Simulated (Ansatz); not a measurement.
Isolated molecules relaxed with PBE0-D4/def2-TZVP in Ansatz; ΔE leaves out vibrations. CCSD(T)/CBS is the MP2 limit (def2-TZVPP, def2-QZVPP) plus CCSD(T) − MP2 in def2-TZVPP, frozen cores. One conformer a species, not always the lowest.

Consider the ligand exchange at the Si–C bond: `C[SiH2]C[SiH2]F` + `O[SiH2]F` → `C[SiH2]O[SiH2]F` + `C[SiH2]F`.

```json
{"species": "`C[SiH2]C[SiH2]F`", "CCSD(T)/CBS(def2) energy (Eh)": "-759.56234"}
{"species": "`O[SiH2]F`", "CCSD(T)/CBS(def2) energy (Eh)": "-465.96250"}
{"species": "`C[SiH2]O[SiH2]F`", "CCSD(T)/CBS(def2) energy (Eh)": "-795.56184"}
{"species": "`C[SiH2]F`", "CCSD(T)/CBS(def2) energy (Eh)": "-430.00374"}
```

(1) Work out ΔE.

Largest T1 diagnostic among the species: 0.011.

Answers

(1) ΔE = (-795.56184) + (-430.00374) − (-759.56234) − (-465.96250) = -0.04074 Eh = -1.11 eV.

Leaving LDA and LC-ωPBE aside and taking each functional with its dispersion term where it has one, the values, not all of them listed here, spread over 0.27 eV, from BHLYP-D4 to revPBE-D4. From BLYP to BHLYP (50 % exact exchange), in def2-TZVPP and without D4, ΔE moves by −0.10 eV.
